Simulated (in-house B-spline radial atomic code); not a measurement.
Successive ionisation energies of gadolinium; each step leads to the configuration of the next row (after the last: bare). Dirac energy differences include first-order Breit, QED and recoil terms. NIST's values go from ground level to ground level; the uncertainty of those that are theory runs from under 0.1 % in few-electron ions to several per cent in heavy many-electron ones. Computed with an all-electron radial atomic-structure program (B-spline basis): Dirac-Hartree-Fock, average of the configuration, finite nuclei.

```csv
ion,configuration,ionisation energy (eV),tabulated value (eV),computed minus tabulated (eV),highest orbital,largest mean radius (bohr)
Gd47+,[Ne] 3s2 3p5,4142.4,4080,62,3p3/2,0.22482
Gd48+,[Ne] 3s2 3p4,4248.1,4191,57,3p3/2,0.22383
Gd49+,[Ne] 3s2 3p3,4354.6,4294,61,3p3/2,0.22284
Gd50+,[Ne] 3s2 3p2,4462.1,4578,-116,3p3/2,0.22187
Gd51+,[Ne] 3s2 3p1,4570.6,4693,-122,3p3/2,0.2209
Gd52+,[Ne] 3s2,4914.0,4914,0,3s1/2,0.21994
Gd53+,[Ne] 3s1,?,?,?,?,?
Gd54+,[He] 2s2 2p6,11511.5,11273,238,2p3/2,0.090968
Gd55+,[He] 2s2 2p5,11805.1,11552,253,2p3/2,0.090512
Gd56+,[He] 2s2 2p4,12101.8,11861,241,2p3/2,0.09006
Gd57+,[He] 2s2 2p3,?,?,?,?,?
Gd58+,[He] 2s2 2p2,12705.0,13183,-478,2p3/2,0.089165
Gd59+,[He] 2s2 2p1,13011.4,13521,-510,2p3/2,0.088722
Gd60+,[He] 2s2,13943.1,13943,0,2s1/2,0.088283
Gd61+,[He] 2s1,14224.2,14224.57,0,2s1/2,0.087858
Gd62+,1s2,?,?,?,?,?
Gd63+,1s1,59065.3,59065.54,0,1s1/2,0.021633
```

Task: Fill in the row of Gd53+.

Result: ionisation energy (eV): 5025.1; tabulated value (eV): 5025; computed minus tabulated (eV): 0; highest orbital: 3s1/2; largest mean radius (bohr): 0.21885.

Task: Fill in the row of Gd57+.

Result: ionisation energy (eV): 12401.8; tabulated value (eV): 12147; computed minus tabulated (eV): 255; highest orbital: 2p3/2; largest mean radius (bohr): 0.089611.

Task: Fill in the row of Gd62+.

Result: ionisation energy (eV): 57780.2; tabulated value (eV): 57783.91; computed minus tabulated (eV): -4; highest orbital: 1s1/2; largest mean radius (bohr): 0.021775.

Task: Where is the largest jump?

Result: From Gd61+ to Gd62+, by a factor of 4.06 (14224 to 57780 eV); the highest orbital goes from 2s1/2 to 1s1/2.

Where a p, d or f electron is removed, the computed value is a mean over both j, so it misses the tabulated one by a part of the spin-orbit splitting; averaging over terms and missing correlation add to the gap, relatively most at low charge.
